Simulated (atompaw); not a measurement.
Building the PAW (atompaw) potential for Gd (Z = 64) (PBE, scalar-relativistic).

```json
{"Element": "Gd", "Generator": "atompaw 4.2.0.5", "Type": "PAW", "Functional": "PBE", "Relativity": "scalar-relativistic", "Frozen core": "[Kr] 4d10 4f7", "Valence charge": "11", "Reference configuration": "5s2 5p6 5d2 6s1 6p0", "Partial waves": "5s (bound): rc 1.80 bohr; 6s (bound): rc 2.00 bohr; 5p (bound): rc 2.05 bohr; 6p (bound, empty): rc 3.00 bohr; 5d (bound): rc 3.00 bohr; 5d channel at 0.2 Ry: rc 3.00 bohr", "Local potential": "ultrasoft scheme with l = 3 at 1 Ry, radius 2.45 bohr", "Core correction": "smooth core density matched at 1.90 bohr", "Augmentation charge": "besselshape compensation charge, radius 2.45 bohr; PAW radius 3.00 bohr; waves and projectors: custom polynom gramschmidtortho"}
```

All-electron outer shells of the reference configuration (PBE, scalar-relativistic, ld1.x):

```json
{"shell": "4d", "level (eV)": "-146.31", "outermost node (bohr)": "0.27", "outermost maximum (bohr)": "0.56"}
{"shell": "5s", "level (eV)": "-48.30", "outermost node (bohr)": "0.65", "outermost maximum (bohr)": "1.20"}
{"shell": "5p", "level (eV)": "-25.93", "outermost node (bohr)": "0.70", "outermost maximum (bohr)": "1.35"}
{"shell": "4f", "level (eV)": "-7.28", "outermost node (bohr)": "–", "outermost maximum (bohr)": "0.56"}
{"shell": "6s", "level (eV)": "-3.67", "outermost node (bohr)": "1.61", "outermost maximum (bohr)": "3.46"}
{"shell": "5d", "level (eV)": "-1.75", "outermost node (bohr)": "0.79", "outermost maximum (bohr)": "2.02"}
{"shell": "6p", "level (eV)": "-1.13", "outermost node (bohr)": "1.94", "outermost maximum (bohr)": "4.85"}
```

(1) Estimate the cutoffs (Ry, on a coarse ladder) from which the occupation-weighted sum of valence levels, in a spherical-Bessel basis at the reference potential, stays within 10 and 1 mRy of its value at 400 Ry.

(2) Does the potential have ghost states?

(3) Is the overlap operator S = 1 + Σ q|β⟩⟨β| positive definite (Bessel basis up to 400 Ry)?

## Answers

(1) 18 Ry and 30 Ry.

(2) No extra level below or beside the all-electron valence levels (s, p, d, f tested).

(3) Yes: its lowest eigenvalue is 0.44 (s channel).
